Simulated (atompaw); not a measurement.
**Reading a pseudo-wave (rubidium)**

Columns: radius, all-electron u(r) and pseudo u(r) of the 4s shell (level -31.97 eV) of rubidium in the configuration [Ar] 3d10 4s2 4p6 5s1 5p0; LDA (PW92), scalar-relativistic, PAW (atompaw) scheme, atompaw 4.2.0.5.

```csv
r (bohr),all-electron,pseudo
0.104,0.2909,0.1260
0.208,0.0077,0.2504
0.312,-0.4048,0.3714
0.415,-0.4723,0.4860
0.519,-0.2813,0.5945
0.623,0.0136,0.6933
0.727,0.3099,0.7800
0.831,0.5578,0.8522
0.935,0.7410,0.9076
1.038,0.8596,0.9441
1.142,0.9248,0.9614
1.246,0.9460,0.9589
1.350,0.9343,0.9376
1.454,0.8994,0.8998
1.558,0.8490,0.8490
1.662,0.7894,0.7894
1.765,0.7259,0.7259
1.869,0.6605,0.6605
1.973,0.5963,0.5963
2.077,0.5348,0.5348
2.181,0.4771,0.4771
2.285,0.4236,0.4236
2.388,0.3750,0.3750
2.492,0.3305,0.3305
2.596,0.2904,0.2904
2.700,0.2546,0.2546
```

(1) How many radial nodes do the two functions have?

(2) At about which radius was the pseudo-wave matched?

(3) Is the pseudo-wave norm-conserving?

Results:

(1) The all-electron 4s function has n − l − 1 = 3 (the table is too coarse to show those close to the nucleus); the pseudo-wave has 0, since the states of the same l below it are removed with the core.

(2) 1.65 bohr. The columns agree to 0.0005 from 1.45 bohr on; several derivatives are matched, so the curves merge somewhat inside the radius.

(3) No, it belongs to a PAW set: the norm inside the radius is not constrained, and the difference is carried by the augmentation charge.
